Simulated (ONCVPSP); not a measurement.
# What one change does to a pseudopotential (mercury, ONCV)

ONCVPSP 4.0.1 input, shortened (lines: element, Z, core and valence counts, functional; n l f; lmax; l rc ep ncon nbas qcut; lloc lpopt rc5 dvloc0; l nproj debl; icmod fcfact rcfact), revPBE, scalar-relativistic:

```
  Hg 80.00   11    3  -102130      upf
    1    0    2.00
    2    0    2.00
    2    1    6.00
    3    0    2.00
    3    1    6.00
    3    2   10.00
    4    0    2.00
    4    1    6.00
    4    2   10.00
    4    3   14.00
    5    0    2.00
    5    1    6.00
    5    2   10.00
    6    0    2.00
    2
    0    2.20    0.00    4    7    2.60
    1    1.35    0.00    3    8    8.30
    2    2.15    0.00    4    9    7.10
    4    3    0.95    0.00
    0    2    1.90
    1    2    0.70
    2    2    0.40
    0    0.00    0.00
```

In the p channel the program set the typed energies aside and used -2.442, 0.250 Ha.

All-electron outer shells of the reference configuration (revPBE, scalar-relativistic, ld1.x):

| shell | level (eV) | outermost node (bohr) | outermost maximum (bohr) |
| --- | --- | --- | --- |
| 4f | -95.79 | – | 0.37 |
| 5p | -66.44 | 0.51 | 0.93 |
| 5d | -9.80 | 0.55 | 1.17 |
| 6s | -6.72 | 1.08 | 2.21 |

Change: p: rc 1.22.

Cutoffs: the cutoffs (Ha) at which the residual kinetic energy of the hardest occupied pseudo-wave falls to 1 and 0.1 mHa per electron; they do not see the model core or the augmentation charge, which bear on the density cutoff. Errors are all-electron minus pseudo energies relative to the spin-unpolarised reference configuration.

Question: What does the change do?

Answer: The potential gets harder (26 Ha and 32 Ha → 31 Ha and 100 Ha); both files keep a bound ghost (s); the errors of the 4 common tests hardly move. A smaller radius makes the pseudo-wave follow the all-electron one further in, where it bends more sharply, so more plane waves are needed.

```csv
quantity,base,changed
"cutoff, loose",26 Ha,31 Ha
"cutoff, tight",32 Ha,100 Ha
loose cutoff by channel,"s 15 Ha, p 26 Ha, d 18 Ha","s 15 Ha, p 31 Ha, d 18 Ha"
bound ghosts,s,s
GHOST(+) flags under 300 eV,s at 103.3 eV,s at 103.3 eV
"error for 5p6 5d10 6s1, meV [ΔE 10.58 eV]",-9.7,-9.7
"error for 5p6 5d10 6s0, meV [ΔE 29.40 eV]",-40,-40
"error for 5p6 5d9 6s0, meV [ΔE 64.85 eV]",-11,-11
"error for 5p6 5d10 6s1.5, meV [ΔE 4.30 eV]",-2.9,-2.9
s: phases at 2.23 bohr within 0.05 rad from the reference energy up to (Ha; the scan ends near 5),3.1,3.1
d: phases at 2.19 bohr within 0.05 rad from the reference energy up to (Ha; the scan ends near 5),to the end of the scan,to the end of the scan
```

 A true bound ghost makes a file unfit for plane-wave use even where its test errors are small: the radial tests pick states by their node count and pass the ghost by.
